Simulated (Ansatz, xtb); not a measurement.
## Relative energy of two isomers of C5H7NO

Structure a is `CCc1cnco1`, a singlet and structure b is `OCc1cc[nH]c1`, a singlet. Both are isolated molecules in the gas phase, relaxed with r2SCAN-D4/def2-SVP; the shapes shown needn't be the lowest conformers.

a (Å):

```xyz
14

C    -0.5411    2.3669   -1.0576
C     0.0239    2.0959    0.3396
C     1.3769    1.4862    0.3190
C     2.6171    1.8425    0.7723
C     2.8351   -0.0311   -0.1833
N     3.5337    0.8592    0.4429
O     1.5189    0.2720   -0.3026
H    -0.6044    1.4346   -1.6391
H    -1.5511    2.7993   -0.9945
H     0.1002    3.0685   -1.6133
H     0.0911    3.0299    0.9204
H    -0.6639    1.4320    0.8948
H     2.9032    2.7428    1.3155
H     3.1613   -0.9749   -0.6189
```

b (Å):

```xyz
14

C     1.0117    1.6470   -1.6269
C     0.0751    0.5731   -1.1597
C    -0.9460    0.6649   -0.1663
C    -1.5362   -0.5825   -0.0598
C     0.0677   -0.7332   -1.6280
N    -0.9126   -1.4155   -0.9522
O     1.4752    1.4280   -2.9446
H     0.6874    1.3021   -3.4919
H     1.9178    1.6783   -0.9960
H     0.5231    2.6385   -1.5143
H    -1.2187    1.5510    0.4065
H    -2.3514   -0.9369    0.5690
H    -1.1506   -2.3874   -1.1024
H     0.6910   -1.2138   -2.3796
```

Which of the two would you expect CCSD(T)/def2-SVP + ΔMP2/def2-TZVPP electronic energies to favour?

Structure a; the calculation gives E(b) − E(a) = +12.5 kJ/mol.

Level by level:

```json
{"level": "GFN2-xTB", "geometry": "GFN2-xTB", "E(b) − E(a) (kJ/mol)": "+48.9", "departure from the last row (kJ/mol)": "+36.4", "job, with rough time for the two": "optimisation, 0.12 s"}
{"level": "HF/STO-3G", "geometry": "GFN2-xTB", "E(b) − E(a) (kJ/mol)": "+113.4", "departure from the last row (kJ/mol)": "+100.9", "job, with rough time for the two": "single point, 0.32 s"}
{"level": "r2SCAN-D4/def2-SVP//GFN2-xTB", "geometry": "GFN2-xTB", "E(b) − E(a) (kJ/mol)": "+15.6", "departure from the last row (kJ/mol)": "+3.1", "job, with rough time for the two": "single point, 3.3 s"}
{"level": "r2SCAN-D4/def2-SVP", "geometry": "r2SCAN-D4/def2-SVP", "E(b) − E(a) (kJ/mol)": "+15.3", "departure from the last row (kJ/mol)": "+2.8", "job, with rough time for the two": "optimisation, 55 s"}
{"level": "HF/def2-SVP", "geometry": "r2SCAN-D4/def2-SVP", "E(b) − E(a) (kJ/mol)": "+15.6", "departure from the last row (kJ/mol)": "+3.1", "job, with rough time for the two": "part of the CCSD(T) run"}
{"level": "MP2/def2-SVP", "geometry": "r2SCAN-D4/def2-SVP", "E(b) − E(a) (kJ/mol)": "+15.4", "departure from the last row (kJ/mol)": "+2.9", "job, with rough time for the two": "part of the CCSD(T) run"}
{"level": "CCSD(T)/def2-SVP", "geometry": "r2SCAN-D4/def2-SVP", "E(b) − E(a) (kJ/mol)": "+24.6", "departure from the last row (kJ/mol)": "+12.1", "job, with rough time for the two": "single point"}
{"level": "CCSD(T)/def2-SVP + ΔMP2/def2-TZVPP", "geometry": "r2SCAN-D4/def2-SVP", "E(b) − E(a) (kJ/mol)": "+12.5", "departure from the last row (kJ/mol)": "", "job, with rough time for the two": "single point, 53 s"}
```

As drawn, b has 1 C–O, 2 C∷C, 1 O–H, 1 N–H in place of 1 C–C, 2 C∷O, 2 C–H (∷ is an aromatic bond).

The levels shown agree on the order. The largest departure from CCSD(T)/def2-SVP + ΔMP2/def2-TZVPP is that of HF/STO-3G, 100.9 kJ/mol. The last row adds to CCSD(T) the change of the MP2 difference between the two basis sets, here −12.1 kJ/mol.

With thermal terms from frequencies at re-optimised GFN2-xTB minima (ideal gas, soft modes damped towards free rotors, one conformer each, 298.15 K, 1 atm): the zero-point term adds −2.0 kJ/mol; ΔH is +10.7 and ΔG +10.9 kJ/mol.

The correlated steps freeze 7 core orbitals. Codes used: Ansatz 0.2.0, xtb 6.7.1; the last row on 4 threads of Arm Neoverse V1 on a shared host.
